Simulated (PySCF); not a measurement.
AlGeH5O2S, SMILES [OH][Al]([S][GeH3])[OH].

The structure is a stationary point at B3LYP-D3(BJ)/def2-SVP. The structure was generated by enumeration; whether it is a known compound was not checked. Other conformers were not sampled.

The numbers are results of PBE0/def2-TZVP (PySCF), not measurements.

The molecule is in vacuum.

Estimate the frontier levels, gap, dipole moment and polarisability. (Estimate from the structure and the level; the computed values follow.)


| Property | Value |
|---|---|
| highest occupied level | -7.42 eV |
| lowest empty level | -0.60 eV |
| orbital gap | 6.82 eV |
| dipole moment | 0.90 D |
| quadrupole, principal values (traceless, Buckingham form, about the centre of nuclear charge) | -2.32, -1.99, 4.31 D·Å |
| mean static polarisability | 79.7 bohr³ (11.81 Å³) |
| polarisability, principal values | 63.2, 77.3, 98.6 bohr³ |
